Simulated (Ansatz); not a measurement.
Two members of one family (GaN nanocrystals, H-capped), computed with Ansatz in the gas phase. The two geometries come from different levels. Binding counts from free atoms in the multiplicity of their measured ground term, without zero-point energy. The structures are stationary points that may keep the symmetry of their start.

First: Ga3N3H12, cut from wurtzite (singlet, charge 0, PBE0-D4/def2-SVP geometry).

Cartesian coordinates in Å:
```
N 1.089 1.420 -0.343
Ga -0.884 1.794 -0.402
N -1.603 0.348 0.792
Ga 1.813 -0.383 -0.854
N 0.798 -1.592 0.388
Ga -1.211 -1.587 0.422
H 1.506 2.075 -1.009
H 1.474 1.711 0.557
H -1.105 3.160 0.365
H -1.387 1.512 -1.860
H -1.399 0.566 1.769
H -2.621 0.431 0.732
H 3.320 -0.412 -0.377
H 1.348 -0.693 -2.319
H 1.164 -1.506 1.338
H 1.059 -2.541 0.111
H -1.720 -1.915 -1.025
H -1.640 -2.388 1.716
```

```json
{"level": "PBE-D4/def2-SVP", "HOMO (eV)": "-6.41", "LUMO (eV)": "-0.48", "gap (eV)": "5.93", "binding per atom (eV)": "3.06"}
{"level": "PBE-D4/def2-TZVP", "HOMO (eV)": "-6.47", "LUMO (eV)": "-0.81", "gap (eV)": "5.65", "binding per atom (eV)": "3.04"}
{"level": "r2SCAN-D4/def2-TZVP", "HOMO (eV)": "-6.78", "LUMO (eV)": "-0.30", "gap (eV)": "6.48", "binding per atom (eV)": "3.04"}
{"level": "PBE0-D4/def2-SVP", "HOMO (eV)": "-7.67", "LUMO (eV)": "0.33", "gap (eV)": "8.00", "binding per atom (eV)": "3.03"}
{"level": "PBE0-D4/def2-TZVP", "HOMO (eV)": "-7.71", "LUMO (eV)": "0.00", "gap (eV)": "7.71", "binding per atom (eV)": "3.01"}
```

Second: Ga4N4H14, cut from wurtzite (singlet, charge 0, r2SCAN-D4/def2-SVP geometry).

```xyz
22

Ga    1.334    1.667   -0.069
N     0.663    0.818    1.672
Ga   -1.849    0.973   -0.442
N    -0.051    0.906   -1.251
N    -1.710   -0.780    0.611
Ga    0.057   -1.033    1.427
Ga    0.419   -0.900   -1.891
N     1.136   -1.614   -0.108
H     1.201    3.222    0.072
H     2.729    0.956   -0.279
H    -0.115    1.397    2.007
H     1.387    0.893    2.390
H    -1.927    2.056    0.707
H    -2.984    0.804   -1.510
H    -0.084    1.507   -2.081
H    -2.462   -0.823    1.303
H    -1.902   -1.540   -0.050
H     0.108   -1.950    2.691
H     1.607   -0.876   -2.912
H    -0.870   -1.787   -2.120
H     2.095   -1.265   -0.012
H     1.218   -2.632   -0.156
```

Q: Estimate the same table for the second.

A: 
```json
{"level": "PBE-D4/def2-SVP", "HOMO (eV)": "-6.22", "LUMO (eV)": "-0.67", "gap (eV)": "5.55", "binding per atom (eV)": "3.15"}
{"level": "PBE-D4/def2-TZVP", "HOMO (eV)": "-6.29", "LUMO (eV)": "-0.95", "gap (eV)": "5.34", "binding per atom (eV)": "3.12"}
{"level": "r2SCAN-D4/def2-TZVP", "HOMO (eV)": "-6.58", "LUMO (eV)": "-0.52", "gap (eV)": "6.06", "binding per atom (eV)": "3.11"}
{"level": "PBE0-D4/def2-SVP", "HOMO (eV)": "-7.48", "LUMO (eV)": "0.15", "gap (eV)": "7.63", "binding per atom (eV)": "3.11"}
{"level": "PBE0-D4/def2-TZVP", "HOMO (eV)": "-7.52", "LUMO (eV)": "-0.14", "gap (eV)": "7.38", "binding per atom (eV)": "3.09"}
```
